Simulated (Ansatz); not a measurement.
`C=C[SiH](N)OC` + CH₄ → `CO[SiH](C)N` + `C=C`  (formal exchange of groups at the Si–C bond)

Isolated molecules relaxed with PBE0-D4/def2-TZVP in Ansatz; ΔE leaves out vibrations. CCSD(T)/CBS is the MP2 limit (def2-TZVPP, def2-QZVPP) plus CCSD(T) − MP2 in def2-TZVPP, frozen cores. This one scheme is used for every species. Functionals use def2-TZVPP. B3LYP here is the variant with VWN-RPA as its local correlation; programs differ in this. One conformer a species, not always the lowest.

| level | ΔE (kJ/mol) | difference from CCSD(T)/CBS |
| --- | --- | --- |
| PBE-D4 | 12.5 | 1.9 |
| B3LYP-D4 | 12.9 | 2.3 |
| PBE | 10.6 | 0.0 |
| B3LYP | 10.1 | -0.5 |
| MP2/def2-TZVPP | 13.1 | 2.5 |
| SCS-MP2/def2-TZVPP | 12.5 | 1.9 |
| CCSD(T)/def2-TZVPP | 11.5 | 0.9 |
| HF/def2-QZVPP | 8.6 | -2.0 |
| MP2/def2-QZVPP | 12.6 | 2.0 |
| HF/CBS(def2) | 8.6 | -2.0 |
| CCSD(T)/CBS | 10.6 | 0 |

Largest T1 diagnostic among the species: 0.011.
